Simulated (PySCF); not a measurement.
A structure optimised at r2SCAN-D4/def2-SVP, used in a PySCF frequency run:

```xyz
8

Si     0.0000     0.0000    -1.3663
Cl    -1.6797    -0.9698    -2.0224
Cl     0.0000     1.9396    -2.0224
Cl     1.6797    -0.9698    -2.0224
Ge     0.0000     0.0000     1.0108
Cl     1.7436     1.0067     1.7632
Cl     0.0000    -2.0133     1.7632
Cl    -1.7436     1.0067     1.7632
```

### Question
Write its SMILES, formula and point group.

### Answer
Cl[Si](Cl)(Cl)[Ge]([Cl])([Cl])[Cl], Cl6GeSi, C3v

### Question
What are its rotational constants (standard atomic weights)?

### Answer
0.60802, 0.38648, 0.38648 GHz
